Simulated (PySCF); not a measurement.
# How methods differ on the ionisation energy of Zr(32+)

Zr(32+) [He] 2s2 2p4 (3P) → Zr(33+) [He] 2s2 2p3 (4S), as a difference of total energies. Calculation: PySCF 2.14, in an even-tempered Gaussian basis (20 s from 9.9 bohr⁻², ratio 2.2; 12 p from 13 bohr⁻², ratio 2.2; 6 d from 58 bohr⁻², ratio 2.4; 5 f from 87 bohr⁻², ratio 2.4; 4 g from 130 bohr⁻², ratio 2.4); the spin-free X2C one-electron Hamiltonian (Gaussian nucleus). Correlated levels: nothing frozen; virtual orbitals above 40 to 60 times the deepest correlated orbital energy dropped. The calculations carry no spin-orbit coupling.

```
                 method  ionisation energy (eV)
                    UHF                  4132.6
                    LDA                  4130.3
                    PBE                  4135.2
                   PBE0                  4135.0
                 r2SCAN                  4136.2
                 M06-2X                  4133.8
              BHandHLYP                  4135.2
    MP2 (all electrons)                  4134.2
SCS-MP2 (all electrons)                  4134.4
```

Spin-orbit coupling is strong in these open shells (close to jj coupling). The scalar numbers leave it out and a first-order estimate fails, so it can dominate the gap to the real levels.

For this ion Breit and QED terms and the two-electron picture change, all absent here, outweigh the differences among the correlated methods.

For comparison: 4127 ± 9 eV (semi-empirical (NIST evaluation); NIST Atomic Spectra Database, ionization energies).
